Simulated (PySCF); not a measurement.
**Shapes and spin states of [FeSe2]+**

Computed with B3LYP/[Fe def2-SVP, Se def2-SVP], no relativity, density fitting, PySCF.

Relaxations began from a few typed shapes and spin states; open shells are unrestricted. The search is not exhaustive: other isomers or separated fragments can lie lower, and high-lying points may rest on an excited occupation.

(1) Which is the lowest minimum found?
A. broken-symmetry Ms = 3/2 (⟨S²⟩ 5.40) C∞v: Fe–Se 2.191 Å, Fe–Se 2.420 Å; Se–Fe–Se 180.0°
B. broken-symmetry Ms = 3/2 (⟨S²⟩ 4.47) C2v: Fe–Se 2.412 Å (×2), Se–Se 2.386 Å; Fe–Se–Se 60.4° (×2), Se–Fe–Se 59.3°
C. broken-symmetry Ms = 1/2 (⟨S²⟩ 3.13) C2v: Fe–Se 2.292 Å (×2); Se–Fe–Se 100.0°

## Answers

(1) B. The others lie at 51.8 (broken-symmetry Ms = 1/2 C2v), 54.9 (broken-symmetry Ms = 3/2 C∞v) kJ/mol above it.

For the lowest minimum: the determinant is spin-contaminated (⟨S²⟩ = 4.47, pure value 3.75). Open d and f shells are described by one determinant, and the ground state may have another occupation or spin.
